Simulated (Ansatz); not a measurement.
Reaction (atomization): `BNB(C)N` → 2 B• + C• + 8 H• + 2 N•

Isolated molecules relaxed with PBE0-D4/def2-TZVP in Ansatz; ΔE leaves out vibrations. CCSD(T)/CBS adds triple-zeta CCSD(T) − MP2 to the extrapolated MP2 energy (def2 sets, frozen cores). This one scheme is used for every species, atoms too. No spin–orbit coupling; open shells (•) take unrestricted orbitals. Spin–orbit coupling would lower the free atoms: a little for B, C. Each species was taken in one conformer, which may not be the lowest.

```tsv
level	ΔE (kcal/mol)
HF/def2-SVP	919.4
MP2/CBS(def2)	1224.8
```

What does CCSD(T)/CBS give? (Best estimate.)

Computed: +1209.0 kcal/mol. The listed levels differ from it by -289.6, 15.8 kcal/mol.

Largest T1 diagnostic among the species: 0.014.

From BLYP to BHLYP (50 % exact exchange), in def2-TZVPP and without D4, ΔE moves by −20.7 kcal/mol: exact exchange takes away binding that semilocal exchange gives to molecules. In def2-TZVPP, CCSD(T) changes the Hartree–Fock value by +273.3 kcal/mol (the triples alone add +14.8 kcal/mol) and MP2 by +289.1 kcal/mol; breaking electron pairs costs correlation energy, which Hartree–Fock lacks.

For atomizations the MP2-based limit and the directly extrapolated one differ by several kJ/mol either way, and by 10 to 25 for some Ge, Se and Sn compounds, so smaller differences from it don't rank the levels.
